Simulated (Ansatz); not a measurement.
`B[NH][GaH][O][SiH3]` at its PBE0-D4/def2-TZVP geometry, where that method's forces vanish. Total charge 0; spin multiplicity 1.

```xyz
12

B     1.0409   -1.1830    2.6322
N     0.1475   -0.8387    1.6141
Ga    0.6150    0.0892    0.0967
O    -0.7894    0.3416   -0.9681
Si   -1.1742    1.0249   -2.3964
H     2.1927   -0.8586    2.5226
H     0.6631   -1.7899    3.5948
H    -0.8202   -1.1132    1.7097
H     2.0282    0.6047   -0.2551
H     0.0181    1.6552   -3.0341
H    -1.7128   -0.0064   -3.3231
H    -2.2087    2.0742   -2.1934
```

What forces (eV/Å) does ωB97M-V/def2-TZVPP give on these atoms in the Gaussian-basis code of Ansatz? (Estimate.)

Ansatz gave: 
```
B1   0.113 -0.066  0.171
N2  -0.100  0.003 -0.048
Ga3  0.216  0.045  0.009
O4  -0.034 -0.014  0.012
Si5 -0.102  0.103 -0.234
H6  -0.128 -0.031  0.003
H7   0.046  0.073 -0.117
H8   0.053  0.004  0.016
H9  -0.127 -0.045  0.030
H10 -0.127 -0.073  0.078
H11  0.066  0.125  0.107
H12  0.124 -0.122 -0.027
```
